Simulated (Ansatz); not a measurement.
A short molecular-dynamics run on `[SiH3]Br`.

```yaml
crystal:
  periodic: [false, false, false]
  atoms:
    - {symbol: Si, position_ang: [-0.137371, 0.041368, -0.051466]}
    - {symbol: Br, position_ang: [1.862942, -0.720272, 0.534893]}
    - {symbol: H, position_ang: [-1.054536, -0.119587, 1.099575]}
    - {symbol: H, position_ang: [-0.615852, -0.745957, -1.210421]}
    - {symbol: H, position_ang: [-0.005282, 1.470747, -0.413982]}
basis:
  gaussian: {orbitals: "6-31G*"}
hamiltonian: {xc: {name: revPBE}, dispersion: d3bj}
md: {timestep: 1 fs, n_steps: 50, ensemble: nvt_langevin, temperature: 1500, initial_velocities: maxwell_boltzmann, friction: 0.01, seed: 353}
```

```sh
$ ansatz run in.yaml --threads 4 --pin off --events-out ev --progress --plain --max-ram 10444MiB
```

```tsv
step	time (fs)	potential energy (eV)	kinetic (eV)	T (K)	conserved (eV)
0	0.0	-77957.6332	0.7756	1200	–
1	1.0	-77957.6023	0.9071	1404	–
2	2.0	-77957.5315	0.8903	1377	–
3	3.0	-77957.4429	0.8336	1290	–
4	4.0	-77957.3769	0.7638	1182	–
5	5.0	-77957.3461	0.7461	1154	–
6	6.0	-77957.3310	0.7810	1208	–
7	7.0	-77957.3172	0.8017	1240	–
8	8.0	-77957.3079	0.9192	1422	–
9	9.0	-77957.3005	0.8530	1320	–
10	10.0	-77957.3067	0.7969	1233	–
11	11.0	-77957.3079	0.9331	1444	–
12	12.0	-77957.2848	0.7594	1175	–
13	13.0	-77957.2720	0.6894	1067	–
14	14.0	-77957.2985	0.6928	1072	–
15	15.0	-77957.3649	0.8302	1285	–
16	16.0	-77957.4353	0.9176	1420	–
17	17.0	-77957.4714	0.9588	1484	–
18	18.0	-77957.4641	1.0710	1657	–
19	19.0	-77957.4289	0.9944	1539	–
20	20.0	-77957.3815	1.1123	1721	–
21	21.0	-77957.3246	0.9061	1402	–
22	22.0	-77957.2733	0.9890	1530	–
23	23.0	-77957.2391	0.8918	1380	–
24	24.0	-77957.2452	0.8360	1294	–
25	25.0	-77957.2967	0.8447	1307	–
26	26.0	-77957.3730	0.9709	1502	–
27	27.0	-77957.4356	1.0108	1564	–
28	28.0	-77957.4497	1.0829	1675	–
29	29.0	-77957.4113	1.1662	1804	–
30	30.0	-77957.3711	1.2325	1907	–
31	31.0	-77957.3824	1.1762	1820	–
32	32.0	-77957.4356	1.2545	1941	–
33	33.0	-77957.4779	1.2650	1957	–
34	34.0	-77957.4688	1.1266	1743	–
35	35.0	-77957.4070	1.0893	1685	–
36	36.0	-77957.3111	0.9084	1406	–
37	37.0	-77957.2145	0.8327	1288	–
38	38.0	-77957.1521	0.7571	1171	–
39	39.0	-77957.1350	0.7404	1146	–
40	40.0	-77957.1601	0.6552	1014	–
41	41.0	-77957.2228	0.6628	1026	–
42	42.0	-77957.2948	0.7616	1178	–
43	43.0	-77957.3293	0.8214	1271	–
44	44.0	-77957.2840	0.7371	1141	–
45	45.0	-77957.1656	0.6946	1075	–
46	46.0	-77957.0426	0.6947	1075	–
47	47.0	-77957.0557	0.6913	1070	–
48	48.0	-77957.1997	0.9057	1401	–
49	49.0	-77957.3291	1.0472	1620	–
50	50.0	-77957.3624	1.0718	1658	–
```

Velocities are drawn at the set temperature; a run this short doesn't reach equilibrium.

Frames (Å, forces in eV/Å):

```xyz
5
time=0.0 fs
Si   -0.137    0.041   -0.051   -0.098    0.037   -0.029
Br    1.863   -0.720    0.535    0.448   -0.171    0.131
H    -1.055   -0.120    1.100   -0.209   -0.015    0.202
H    -0.616   -0.746   -1.210   -0.127   -0.131   -0.226
H    -0.005    1.471   -0.414   -0.014    0.280   -0.079
5
time=1.0 fs
Si   -0.129    0.053   -0.049   -0.093   -0.685   -0.764
Br    1.859   -0.724    0.534    0.576   -0.156    0.177
H    -1.031   -0.142    1.083   -0.507   -0.092    0.477
H    -0.566   -0.741   -1.264   -0.032    0.208    0.279
H    -0.029    1.468   -0.383    0.056    0.725   -0.169
5
time=2.0 fs
Si   -0.121    0.065   -0.046   -0.076   -1.285   -1.487
Br    1.855   -0.728    0.534    0.711   -0.143    0.221
H    -1.009   -0.168    1.067   -0.771   -0.177    0.712
H    -0.518   -0.735   -1.321    0.033    0.528    0.779
H    -0.056    1.472   -0.351    0.103    1.077   -0.225
5
time=3.0 fs
Si   -0.113    0.077   -0.043   -0.070   -1.657   -2.033
Br    1.851   -0.731    0.534    0.834   -0.134    0.268
H    -0.992   -0.189    1.060   -0.922   -0.250    0.799
H    -0.467   -0.726   -1.378    0.029    0.775    1.207
H    -0.079    1.482   -0.320    0.128    1.265   -0.242
5
time=4.0 fs
Si   -0.106    0.088   -0.039   -0.169   -1.636   -2.308
Br    1.847   -0.734    0.534    0.949   -0.128    0.318
H    -0.984   -0.210    1.065   -0.876   -0.248    0.641
H    -0.411   -0.710   -1.430   -0.036    0.921    1.523
H    -0.098    1.506   -0.298    0.131    1.092   -0.173
5
time=5.0 fs
Si   -0.100    0.100   -0.036   -0.406   -1.379   -2.239
Br    1.844   -0.737    0.535    1.047   -0.120    0.362
H    -0.984   -0.242    1.079   -0.630   -0.136    0.243
H    -0.355   -0.687   -1.467   -0.136    0.981    1.685
H    -0.112    1.541   -0.282    0.125    0.654   -0.052
5
time=6.0 fs
Si   -0.093    0.112   -0.033   -0.716   -1.020   -1.956
Br    1.842   -0.739    0.536    1.126   -0.108    0.397
H    -0.990   -0.282    1.098   -0.301    0.058   -0.239
H    -0.307   -0.654   -1.485   -0.236    0.971    1.714
H    -0.126    1.584   -0.267    0.127    0.100    0.085
5
time=7.0 fs
Si   -0.087    0.124   -0.030   -1.000   -0.637   -1.603
Br    1.840   -0.742    0.538    1.185   -0.098    0.428
H    -1.001   -0.322    1.111   -0.008    0.252   -0.639
H    -0.264   -0.610   -1.488   -0.328    0.898    1.622
H    -0.141    1.631   -0.246    0.150   -0.416    0.192
5
time=8.0 fs
Si   -0.082    0.137   -0.028   -1.213   -0.322   -1.139
Br    1.837   -0.746    0.539    1.231   -0.090    0.462
H    -1.016   -0.358    1.118    0.235    0.428   -0.949
H    -0.222   -0.555   -1.475   -0.435    0.753    1.375
H    -0.156    1.671   -0.217    0.183   -0.768    0.251
5
time=9.0 fs
Si   -0.077    0.149   -0.026   -1.343   -0.074   -0.579
Br    1.834   -0.749    0.541    1.269   -0.084    0.494
H    -1.028   -0.397    1.115    0.399    0.579   -1.150
H    -0.181   -0.492   -1.453   -0.541    0.538    0.960
H    -0.172    1.702   -0.182    0.216   -0.959    0.275
5
time=10.0 fs
Si   -0.072    0.162   -0.025   -1.392    0.093    0.065
Br    1.832   -0.751    0.543    1.279   -0.075    0.516
H    -1.039   -0.431    1.097    0.485    0.681   -1.226
H    -0.147   -0.423   -1.427   -0.618    0.251    0.362
H    -0.188    1.715   -0.147    0.246   -0.950    0.283
5
time=11.0 fs
Si   -0.069    0.174   -0.024   -1.372    0.201    0.895
Br    1.830   -0.753    0.545    1.257   -0.065    0.527
H    -1.050   -0.458    1.068    0.522    0.739   -1.215
H    -0.120   -0.347   -1.395   -0.670   -0.118   -0.502
H    -0.201    1.715   -0.111    0.263   -0.757    0.296
5
time=12.0 fs
Si   -0.066    0.187   -0.021   -1.290    0.312    1.752
Br    1.829   -0.755    0.548    1.227   -0.056    0.522
H    -1.053   -0.483    1.029    0.473    0.749   -1.109
H    -0.105   -0.271   -1.366   -0.680   -0.470   -1.482
H    -0.211    1.713   -0.073    0.269   -0.536    0.317
5
time=13.0 fs
Si   -0.063    0.199   -0.019   -1.143    0.326    2.250
Br    1.829   -0.755    0.550    1.179   -0.044    0.500
H    -1.049   -0.500    0.983    0.342    0.691   -0.922
H    -0.098   -0.203   -1.353   -0.650   -0.661   -2.168
H    -0.219    1.710   -0.034    0.272   -0.312    0.341
5
time=14.0 fs
Si   -0.062    0.210   -0.017   -0.940    0.251    2.209
Br    1.829   -0.755    0.552    1.098   -0.021    0.469
H    -1.047   -0.511    0.927    0.147    0.549   -0.660
H    -0.097   -0.140   -1.359   -0.587   -0.669   -2.381
H    -0.233    1.707    0.008    0.282   -0.111    0.363
5
time=15.0 fs
Si   -0.061    0.221   -0.014   -0.723    0.205    1.527
Br    1.829   -0.755    0.554    1.010    0.010    0.439
H    -1.046   -0.524    0.859   -0.109    0.348   -0.332
H    -0.101   -0.085   -1.381   -0.487   -0.507   -2.013
H    -0.253    1.711    0.053    0.310   -0.055    0.379
5
time=16.0 fs
Si   -0.060    0.233   -0.010   -0.479    0.197    0.443
Br    1.829   -0.753    0.555    0.910    0.051    0.410
H    -1.045   -0.539    0.786   -0.406    0.108    0.007
H    -0.108   -0.040   -1.418   -0.367   -0.267   -1.234
H    -0.276    1.718    0.103    0.341   -0.088    0.373
5
time=17.0 fs
Si   -0.061    0.246   -0.006   -0.212    0.236   -0.679
Br    1.830   -0.751    0.557    0.796    0.097    0.379
H    -1.045   -0.554    0.716   -0.694   -0.134    0.291
H    -0.113    0.003   -1.464   -0.249   -0.043   -0.346
H    -0.291    1.728    0.155    0.359   -0.155    0.353
5
time=18.0 fs
Si   -0.061    0.259    0.000   -0.003    0.269   -1.628
Br    1.830   -0.749    0.559    0.691    0.133    0.348
H    -1.049   -0.573    0.644   -0.911   -0.322    0.488
H    -0.122    0.048   -1.512   -0.130    0.123    0.458
H    -0.297    1.735    0.209    0.353   -0.202    0.333
5
time=19.0 fs
Si   -0.059    0.272    0.006   -0.026    0.152   -2.251
Br    1.830   -0.747    0.563    0.605    0.160    0.320
H    -1.060   -0.598    0.576   -0.909   -0.328    0.536
H    -0.135    0.091   -1.557   -0.004    0.232    1.074
H    -0.299    1.739    0.263    0.334   -0.216    0.320
5
time=20.0 fs
Si   -0.057    0.285    0.012   -0.364   -0.269   -2.561
Br    1.830   -0.746    0.567    0.522    0.187    0.293
H    -1.083   -0.634    0.513   -0.569   -0.033    0.411
H    -0.147    0.134   -1.599    0.111    0.304    1.545
H    -0.297    1.739    0.316    0.300   -0.189    0.312
5
time=21.0 fs
Si   -0.055    0.298    0.018   -0.722   -0.722   -2.693
Br    1.831   -0.744    0.572    0.440    0.209    0.265
H    -1.109   -0.669    0.453   -0.181    0.316    0.309
H    -0.157    0.177   -1.629    0.205    0.347    1.825
H    -0.291    1.736    0.377    0.257   -0.149    0.294
5
time=22.0 fs
Si   -0.054    0.310    0.024   -0.966   -1.027   -2.740
Br    1.831   -0.744    0.575    0.356    0.226    0.227
H    -1.131   -0.698    0.390    0.098    0.571    0.300
H    -0.172    0.222   -1.645    0.302    0.373    1.957
H    -0.279    1.730    0.445    0.210   -0.143    0.256
5
time=23.0 fs
Si   -0.053    0.320    0.029   -1.168   -1.262   -2.723
Br    1.832   -0.744    0.578    0.266    0.243    0.178
H    -1.151   -0.720    0.328    0.331    0.773    0.337
H    -0.192    0.275   -1.647    0.407    0.371    1.985
H    -0.269    1.719    0.516    0.164   -0.124    0.223
5
time=24.0 fs
Si   -0.052    0.330    0.033   -1.330   -1.388   -2.588
Br    1.833   -0.744    0.581    0.196    0.255    0.133
H    -1.167   -0.734    0.274    0.506    0.907    0.389
H    -0.207    0.333   -1.627    0.492    0.353    1.883
H    -0.264    1.704    0.585    0.136   -0.127    0.184
5
time=25.0 fs
Si   -0.049    0.340    0.036   -1.413   -1.332   -2.256
Br    1.833   -0.745    0.584    0.153    0.258    0.095
H    -1.173   -0.736    0.228    0.577    0.939    0.456
H    -0.212    0.389   -1.586    0.550    0.345    1.597
H    -0.262    1.692    0.652    0.133   -0.210    0.109
5
time=26.0 fs
Si   -0.044    0.349    0.038   -1.362   -1.106   -1.681
Br    1.834   -0.746    0.588    0.126    0.250    0.060
H    -1.169   -0.724    0.185    0.523    0.838    0.530
H    -0.208    0.449   -1.530    0.575    0.354    1.090
H    -0.259    1.680    0.719    0.138   -0.336    0.001
5
time=27.0 fs
Si   -0.040    0.357    0.041   -1.188   -0.802   -0.828
Br    1.835   -0.746    0.591    0.111    0.230    0.020
H    -1.159   -0.702    0.150    0.372    0.638    0.589
H    -0.201    0.514   -1.467    0.567    0.405    0.356
H    -0.251    1.664    0.792    0.138   -0.472   -0.137
5
time=28.0 fs
Si   -0.036    0.366    0.043   -0.881   -0.548    0.294
Br    1.836   -0.745    0.594    0.097    0.213   -0.029
H    -1.143   -0.674    0.120    0.123    0.346    0.631
H    -0.196    0.581   -1.399    0.532    0.540   -0.642
H    -0.243    1.641    0.863    0.129   -0.551   -0.254
5
time=29.0 fs
Si   -0.033    0.374    0.045   -0.408   -0.368    1.438
Br    1.838   -0.743    0.597    0.081    0.201   -0.089
H    -1.118   -0.645    0.092   -0.245   -0.046    0.640
H    -0.190    0.660   -1.335    0.475    0.759   -1.673
H    -0.231    1.609    0.930    0.097   -0.545   -0.316
5
time=30.0 fs
Si   -0.030    0.383    0.046    0.126   -0.120    2.128
Br    1.840   -0.742    0.600    0.076    0.187   -0.150
H    -1.087   -0.620    0.067   -0.691   -0.495    0.589
H    -0.178    0.754   -1.290    0.437    0.949   -2.207
H    -0.216    1.571    0.996    0.051   -0.521   -0.360
5
time=31.0 fs
Si   -0.026    0.390    0.049    0.605    0.377    2.015
Br    1.842   -0.741    0.603    0.092    0.163   -0.200
H    -1.057   -0.599    0.045   -1.143   -0.932    0.485
H    -0.161    0.859   -1.269    0.453    0.901   -1.890
H    -0.197    1.532    1.059   -0.007   -0.510   -0.410
5
time=32.0 fs
Si   -0.023    0.396    0.054    0.924    0.974    1.254
Br    1.844   -0.739    0.606    0.108    0.131   -0.242
H    -1.036   -0.585    0.022   -1.428   -1.193    0.345
H    -0.137    0.971   -1.269    0.485    0.530   -0.947
H    -0.174    1.488    1.116   -0.090   -0.441   -0.411
5
time=33.0 fs
Si   -0.020    0.403    0.058    0.947    1.394    0.461
Br    1.845   -0.738    0.609    0.122    0.096   -0.282
H    -1.032   -0.584    0.002   -1.358   -1.095    0.196
H    -0.106    1.089   -1.278    0.465   -0.017    0.063
H    -0.150    1.442    1.173   -0.176   -0.378   -0.438
5
time=34.0 fs
Si   -0.018    0.409    0.063    0.743    1.600   -0.047
Br    1.847   -0.736    0.612    0.133    0.070   -0.315
H    -1.037   -0.599   -0.013   -1.009   -0.705    0.076
H    -0.067    1.204   -1.287    0.376   -0.570    0.842
H    -0.133    1.402    1.229   -0.243   -0.395   -0.556
5
time=35.0 fs
Si   -0.017    0.416    0.068    0.407    1.519   -0.325
Br    1.847   -0.735    0.615    0.133    0.055   -0.340
H    -1.052   -0.623   -0.030   -0.488   -0.137    0.006
H    -0.022    1.313   -1.288    0.247   -1.028    1.328
H    -0.123    1.366    1.279   -0.298   -0.409   -0.669
5
time=36.0 fs
Si   -0.016    0.423    0.072    0.159    1.296   -0.456
Br    1.849   -0.733    0.617    0.128    0.036   -0.366
H    -1.072   -0.647   -0.048   -0.024    0.374   -0.023
H     0.028    1.408   -1.277    0.103   -1.344    1.558
H    -0.112    1.327    1.320   -0.365   -0.362   -0.713
5
time=37.0 fs
Si   -0.016    0.431    0.077    0.106    1.079   -0.568
Br    1.850   -0.730    0.619    0.118    0.020   -0.387
H    -1.085   -0.663   -0.070    0.260    0.706   -0.032
H     0.079    1.488   -1.255   -0.044   -1.554    1.637
H    -0.101    1.287    1.350   -0.440   -0.251   -0.651
5
time=38.0 fs
Si   -0.018    0.438    0.081    0.167    0.857   -0.692
Br    1.851   -0.726    0.620    0.111    0.001   -0.402
H    -1.093   -0.671   -0.093    0.423    0.910   -0.036
H     0.132    1.555   -1.217   -0.187   -1.684    1.606
H    -0.096    1.243    1.370   -0.515   -0.085   -0.475
5
time=39.0 fs
Si   -0.019    0.445    0.085    0.344    0.689   -0.802
Br    1.851   -0.723    0.621    0.110   -0.023   -0.415
H    -1.094   -0.668   -0.116    0.465    0.984   -0.056
H     0.187    1.606   -1.161   -0.328   -1.756    1.491
H    -0.093    1.197    1.383   -0.590    0.106   -0.218
5
time=40.0 fs
Si   -0.021    0.452    0.087    0.604    0.577   -0.866
Br    1.851   -0.721    0.622    0.113   -0.052   -0.427
H    -1.088   -0.652   -0.137    0.397    0.934   -0.095
H     0.239    1.639   -1.094   -0.450   -1.754    1.315
H    -0.090    1.153    1.392   -0.663    0.295    0.074
5
time=41.0 fs
Si   -0.022    0.459    0.089    0.905    0.470   -0.787
Br    1.852   -0.718    0.622    0.121   -0.088   -0.435
H    -1.078   -0.628   -0.157    0.243    0.788   -0.154
H     0.286    1.649   -1.018   -0.537   -1.615    1.028
H    -0.087    1.113    1.400   -0.731    0.446    0.348
5
time=42.0 fs
Si   -0.023    0.464    0.089    1.232    0.306   -0.481
Br    1.852   -0.716    0.621    0.122   -0.128   -0.438
H    -1.067   -0.595   -0.177   -0.008    0.533   -0.247
H     0.328    1.640   -0.929   -0.555   -1.265    0.552
H    -0.087    1.080    1.404   -0.792    0.553    0.614
5
time=43.0 fs
Si   -0.025    0.469    0.087    1.447   -0.083    0.205
Br    1.852   -0.714    0.620    0.112   -0.161   -0.437
H    -1.058   -0.560   -0.197   -0.293    0.237   -0.368
H     0.363    1.619   -0.830   -0.430   -0.575   -0.181
H    -0.096    1.052    1.409   -0.836    0.582    0.781
5
time=44.0 fs
Si   -0.027    0.474    0.085    1.430   -0.732    1.299
Br    1.852   -0.711    0.619    0.086   -0.184   -0.433
H    -1.054   -0.525   -0.219   -0.540   -0.023   -0.496
H     0.393    1.594   -0.732   -0.130    0.448   -1.070
H    -0.115    1.031    1.423   -0.846    0.491    0.701
5
time=45.0 fs
Si   -0.028    0.479    0.083    1.242   -1.487    2.603
Br    1.853   -0.709    0.618    0.029   -0.190   -0.428
H    -1.056   -0.483   -0.244   -0.787   -0.295   -0.633
H     0.416    1.573   -0.646    0.322    1.658   -1.934
H    -0.146    1.017    1.446   -0.805    0.315    0.392
5
time=46.0 fs
Si   -0.030    0.484    0.081    0.850   -2.194    3.732
Br    1.854   -0.706    0.617   -0.061   -0.182   -0.424
H    -1.073   -0.437   -0.278   -0.870   -0.431   -0.720
H     0.434    1.562   -0.577    0.781    2.711   -2.529
H    -0.192    1.007    1.475   -0.701    0.097   -0.060
5
time=47.0 fs
Si   -0.031    0.487    0.081    0.555   -2.150    4.071
Br    1.855   -0.704    0.615   -0.159   -0.170   -0.416
H    -1.100   -0.396   -0.322   -0.695   -0.357   -0.714
H     0.461    1.580   -0.532    0.845    2.776   -2.423
H    -0.249    0.997    1.505   -0.545   -0.098   -0.519
5
time=48.0 fs
Si   -0.031    0.489    0.081    0.503   -1.300    3.610
Br    1.857   -0.701    0.614   -0.258   -0.153   -0.404
H    -1.134   -0.360   -0.373   -0.323   -0.154   -0.614
H     0.496    1.626   -0.512    0.441    1.824   -1.757
H    -0.316    0.983    1.525   -0.363   -0.218   -0.834
5
time=49.0 fs
Si   -0.032    0.490    0.083    0.404   -0.357    2.766
Br    1.859   -0.697    0.612   -0.349   -0.140   -0.384
H    -1.175   -0.327   -0.434    0.218    0.128   -0.404
H     0.534    1.685   -0.508   -0.092    0.632   -1.027
H    -0.389    0.965    1.527   -0.181   -0.263   -0.951
5
time=50.0 fs
Si   -0.031    0.491    0.086    0.248    0.439    1.914
Br    1.861   -0.692    0.610   -0.430   -0.126   -0.354
H    -1.214   -0.292   -0.498    0.723    0.335   -0.166
H     0.571    1.746   -0.510   -0.543   -0.370   -0.438
H    -0.467    0.948    1.517    0.002   -0.278   -0.956
```

Hardware: 4 threads of an Arm Neoverse V1 on a shared host. Wall time 20 s, peak host memory 0.11 GiB.
